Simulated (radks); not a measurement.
Values are calculated unless marked as measured or tabulated.
Initial-state core-level shifts of neutral indium when its valence configuration changes from [Kr] 4d10 5s2 5p1. Level of theory: scalar-relativistic Kohn-Sham, BLYP, spin-polarised, spherical densities, finite nucleus; open shells are filled with parallel spins first (spin-orbit coupling, left out, can overturn this in heavy ions); Fermi nuclear charge, rms radius 4.6156 fm (a radial shooting solver on a logarithmic mesh with Libxc functionals). Shifts are changes of the shell-averaged eigenvalues in eV (positive: less bound); the change of the density at the nucleus, which sets a Mossbauer isomer shift, is in e/bohr^3, on a base of 1.796e+05.

[
 {"valence": "4d10 5s1 5p2", "2p": "-1.330", "3p": "-1.355", "4s": "-1.377", "4p": "-1.375", "density at nucleus": "-28.70"},
 {"valence": "4d10 5s0.5 5p2.5", "2p": "-2.085", "3p": "-2.120", "4s": "-2.149", "4p": "-2.145", "density at nucleus": "-43.91"},
 {"valence": "4d9 5s2 5p2", "2p": "-7.397", "3p": "-7.226", "4s": "-6.489", "4p": "-6.247", "density at nucleus": "+16.76"},
 {"valence": "4d10 5s1.5 5p1.5", "2p": "-0.708", "3p": "-0.720", "4s": "-0.730", "4p": "-0.729", "density at nucleus": "-13.86"},
 {"valence": "4d10 5p3", "2p": "-2.814", "3p": "-2.859", "4s": "-2.894", "4p": "-2.889", "density at nucleus": "-59.74"},
 {"valence": "4d8 5s2 5p3", "2p": "-15.010", "3p": "-14.596", "4s": "-12.893", "4p": "-12.376", "density at nucleus": "+34.17"},
 {"valence": "4d9 5s1 5p3", "2p": "-8.495", "3p": "-8.349", "4s": "-7.619", "4p": "-7.368", "density at nucleus": "-17.52"}
]
